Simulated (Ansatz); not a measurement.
Ansatz (a first-principles code) input (CCSD(T)/def2-TZVPP):

Ansatz 0.2 input:
```yaml
crystal:
  periodic: [false, false, false]
  atoms:
    - {symbol: Cl, position_ang: [-0.56268931, 2.26971956, -0.12604843]}
    - {symbol: Si, position_ang: [-0.09964256, 0.40227106, 0.61204091]}
    - {symbol: Br, position_ang: [1.93610991, -0.19051975, -0.09203490]}
    - {symbol: Br, position_ang: [-1.62294665, -1.07282389, -0.09155794]}
basis:
  gaussian:
    orbitals: def2-TZVPP
magnetization: {spin_polarized: true, initial_magnetization: 1}
correlation: {method: ccsd_t, electrons: outside_noble_gas}
```

End of the output:

```
integrals: 0.97 GiB planned
1158 factors; integrals over basis functions are off by at most 5.5e-4 eV
1.27 GiB of device memory are held for the factors and their scratch space
mean field: 1.91 GiB planned
mean field evaluation 1: about -160365.6716 eV, gradient 1.3e1 eV
mean field evaluation 2: about -160365.9248 eV, gradient 1.4e1 eV
mean field evaluation 4: about -160367.5743 eV, gradient 2.2e0 eV
mean field evaluation 8: about -160367.7077 eV, gradient 3.4e-1 eV
mean field evaluation 16: about -160367.7111 eV, gradient 1.5e-5 eV
mean field -160367.71113000 eV, -5893.4046828887 hartree, gradient 2.4e-6 eV, S^2 0.757933; 0 other end points of the search recorded, 0 dependent functions left out
38 core orbitals not correlated
reference -160367.71113000 eV, -5893.4046828887 hartree; 13, 12 occupied and 129, 130 virtual orbitals, 1158 factors
second order -16.30717059 eV of doubles, -0.00000000 eV of singles
coupled cluster: 3.97 GiB planned
cycle   1  -17.09877227 eV  change   -7.9e-1 eV  update   9.0e-2
cycle   2  -17.46622145 eV  change   -3.7e-1 eV  update   2.7e-2
cycle   3  -17.55174963 eV  change   -8.6e-2 eV  update   1.5e-2
cycle   4  -17.54362276 eV  change    8.1e-3 eV  update   5.5e-3
cycle   5  -17.54255689 eV  change    1.1e-3 eV  update   2.5e-3
cycle   6  -17.54321890 eV  change   -6.6e-4 eV  update   9.6e-4
cycle   7  -17.54351528 eV  change   -3.0e-4 eV  update   3.8e-4
cycle   8  -17.54362161 eV  change   -1.1e-4 eV  update   1.3e-4
cycle   9  -17.54359222 eV  change    2.9e-5 eV  update   5.0e-5
cycle  10  -17.54357049 eV  change    2.2e-5 eV  update   2.0e-5
perturbative correction -0.80592552 eV, -0.0296172168 hartree
Total energy: -160386.06062601 eV, -5894.0790144295 hartree
```

It need not be the lowest isomer of its formula.
